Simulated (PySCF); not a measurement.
A GIAO shielding run with PySCF 2.14 (density fitting, non-relativistic, gas phase) on `FC(F)[SiH2][Si]([SiH3])([SiH3])Cl`, CH9ClF2Si4:

```
$ OMP_NUM_THREADS=1 python probes_run.py task.json out

{"job": {"kind": "nmr", "xc": "PBE0", "basis": "pcSseg-1"}, "charge": 0, "multiplicity": 1}
F      1.602611    -0.411782     1.647381
C      2.275490     0.083906     0.561952
F      2.115183     1.440010     0.628510
Si     1.474879    -0.594512    -1.068931
Si    -0.788030    -0.141855    -0.670718
Si    -1.156414     2.136216    -0.178506
Si    -1.746255    -1.712166     0.805829
Cl    -1.687791    -0.514805    -2.535258
H      3.339052    -0.119566     0.729187
H      2.242124     0.102867    -2.109968
H      1.950889    -1.985509    -1.111963
H     -0.928553     2.345695     1.250495
H     -2.535568     2.539396    -0.472641
H     -0.270660     3.032181    -0.926052
H     -1.451025    -3.098761     0.427778
H     -1.235879    -1.496655     2.157663
H     -3.207051    -1.592630     0.855331
```

Hardware: 1 thread of an Arm Neoverse V1, shared host. The job also computes population analyses, field gradients.

(1) How large is the calculation?

(2) How long does it take, and how much memory does it need?

Results:

(1) 106 electrons, 216 basis functions and 1244 auxiliary functions.

(2) 46 s of wall time, with 13 SCF cycles and 4 response iterations; peak memory 0.96 GiB. Times on a shared host scatter by some tens of per cent.
